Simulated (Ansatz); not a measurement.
Consider the substitution at a C–C bond: `CC([SiH3])=S` + CH₃OH → `COC([SiH3])=S` + CH₄.

Program: Ansatz. Geometries: PBE0-D4/def2-TZVP. ΔE: electronic, gas phase. CCSD(T)/CBS is the MP2 limit (def2-TZVPP, def2-QZVPP) plus CCSD(T) − MP2 in def2-TZVPP, frozen cores. This one scheme is used for every species. Functionals use def2-TZVPP.

```csv
species,revPBE-D4 energy (Eh)
`CC([SiH3])=S`,-767.39636
CH₃OH,-115.74268
`COC([SiH3])=S`,-842.62666
CH₄,-40.52299
```

(1) Work out ΔE.

Largest T1 diagnostic among the species: 0.017.

Results:

(1) ΔE = (-842.62666) + (-40.52299) − (-767.39636) − (-115.74268) = -0.01061 Eh = -6.7 kcal/mol. CCSD(T)/CBS gives -2.1 kcal/mol.

Leaving LDA and LC-ωPBE aside and taking each functional with its dispersion term where it has one, the values, not all of them listed here, spread over 3.8 kcal/mol, from BLYP-D4 to PBE-QIDH. LDA lies −1.8 kcal/mol from PBE without D4. From r2SCAN to r2SCAN0 (25 % exact exchange), in def2-TZVPP and without D4, ΔE moves by +2.2 kcal/mol.
